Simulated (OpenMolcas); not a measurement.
# Computed levels of Ti²⁺

```
Program             : OpenMolcas
Method              : SS-CASPT2, IPEA 0.25 Eh, imaginary shift 0.1 Eh (closed shells correlated: 3s 3p)
Basis               : ANO-RCC-VQZP [7s6p4d3f2g1h]
Scalar Hamiltonian  : DKH2, point nucleus
Active space        : 2 electrons in 5 orbitals (3d)
State averaging     : 2S+1 = 3 even, 10 roots; 2S+1 = 1 even, 15 roots
Spin-orbit coupling : state interaction with AMFI integrals over the reference wave functions, term energies averaged over their components
```

With spin-orbit coupling, above the lowest level:

```csv
Configuration,Term,J,E (cm⁻¹),Measured (cm⁻¹),g,Term weight %
3d²,³F,2,0.0,0.0,0.666,100
3d²,³F,3,197,185,1.084,100
3d²,³F,4,452,420,1.251,100
3d²,¹D,2,7580,8474,1.001,100
3d²,³P,0,10970,10538,,100
3d²,³P,1,11040,10604,1.501,100
3d²,³P,2,11170,10721,1.500,100
3d²,¹G,4,14260,14398,1.000,100
3d²,¹S,0,31540,32476,,100
```

Against the 8 measured excited levels shown (Corliss and Sugar, J. Phys. Chem. Ref. Data 8, 1 (1979)) the mean absolute deviation is 410 cm-1; the largest miss in energy is 3d² ¹S₀: computed 31540, measured 32476 cm⁻¹ (-2.9 %), and the largest in proportion 3d² ¹D₂ (-10.5 %).

Spin-orbit coupling puts the lowest level 261 cm⁻¹ below the lowest spin-free term.

A least-squares Racah fit to the terms below 60000 cm-1, each weighted by 2L + 1 and with a free common offset, gives B = 780 cm-1 and C = 2107 cm-1 (C/B = 2.70), with an rms deviation of 525 cm-1.

For ³F the intervals divided by the larger J are 65.7, 63.7 cm-1. Landé's interval rule makes them equal in pure LS coupling; they differ by 3 % of their mean. The multiplet is regular.

CASPT2 breaks the degeneracy within a term, and the mean is taken; among the terms shown or strongly mixed into the levels shown the widest spread is 870 cm-1 (3d² ¹G). Measured partners are found by configuration, term and J. A level has none where our copy of the source lacks it or the pairing is in doubt (some pairs that miss far off the trend of their configuration count as doubtful), and it then counts in no deviation. Levels of configurations outside the active space are missing.

The CASPT2 steps took 9 s on 1 thread of Arm Neoverse V1 (shared host); the integral step is not counted.

The term weight is that of the spin-free term in the level, not the purity of its configuration.
